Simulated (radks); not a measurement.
Problem. Neutral antimony, [Kr] 4d10 5s2 5p3. All-electron calculation, non-relativistic Kohn-Sham, PBE, spin-polarised, spherical densities, point nucleus. Program: a radial shooting solver on a logarithmic mesh with Libxc functionals. Every spin shell is full or empty, so the densities are truly spherical. Functionals are evaluated on that one density, not self-consistently. Rank these exchange functionals by their error against the exact value of the orbitals, and give that value: LDA, B88, PBE, revPBE, PW91, SOGGA, B86b, G96, APBE, TPSS, revTPSS, SCAN, MS2, Tao-Mo, TASK.

Solution. Exact: -163.751 hartree. From best to worst, with 100 (|E| - |E exact|)/|E exact| (equal figures are ties): B88 +0.01, B86b -0.01, PW91 -0.02, SCAN +0.16, APBE +0.30, revPBE -0.30, TPSS -0.30, G96 +0.34, PBE -0.43, MS2 -0.60, Tao-Mo -0.82, revTPSS -0.93, TASK -2.23, SOGGA -2.27, LDA -4.82.
